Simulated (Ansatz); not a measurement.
Mulliken charges of C$_{2}$H$_{4}$AsN, SMILES `N=C1C[AsH]1` from ωB97M-V/def2-TZVPP in Ansatz (PBE0-D4/def2-TZVP geometry).

```
atom   x (Å)   y (Å)   z (Å)  charge (e)
  N1  -1.308   0.832  -0.938      -0.206
  C2  -0.416   0.110  -0.448      -0.032
  C3   0.865   0.061   0.231      -0.264
 As4   0.053  -1.766  -0.134       0.097
  H5  -1.066   1.824  -0.848       0.124
  H6   0.926   0.397   1.262       0.135
  H7   1.754   0.252  -0.363       0.137
  H8  -0.717  -1.768   1.182       0.009
```

**Question.** By hand: the dipole of these point charges (1 e Å = 4.8032 D).

**Answer.** Σ q r = (0.286, -0.064, 0.160) e Å, of length 0.334 e Å = 1.60 D.

**Question.** How does the dipole of the full density compare? (Best estimate.)

**Answer.** The calculation gave: (0.389, 0.173, 0.250) e Å, 2.37 D; the point charges give 0.68 times that, at 32° from its direction.

Point charges leave out the atoms' own dipoles, such as those of lone pairs, and Mulliken's split depends on the basis, so the two needn't agree.
